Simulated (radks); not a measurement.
Q: The mean radii <r> (bohr) of the occupied orbitals of an atom or ion are listed with their occupations. All-electron calculation, Dirac Kohn-Sham, PBE, spin-unpolarised, spherical densities, point nucleus. Program: a radial shooting solver on a logarithmic mesh with Libxc functionals.

orbital  occ.     <r>
1s1/2       1  0.2536

Name the element and its charge. Open shells, if any, are shared by 2j + 1.

A: Z = 6, carbon, charge +5: C5+ in 1s1. The 1s radius gives Z: for a bare nucleus <r> = (2 gamma + 1)/(2Z) with gamma = sqrt(1 - (Z/c)^2), 0.2498 bohr for Z = 6, and the self-interaction of the functional makes it slightly larger (0.2536 here). The occupations add up to 1, and the charge is Z minus that.
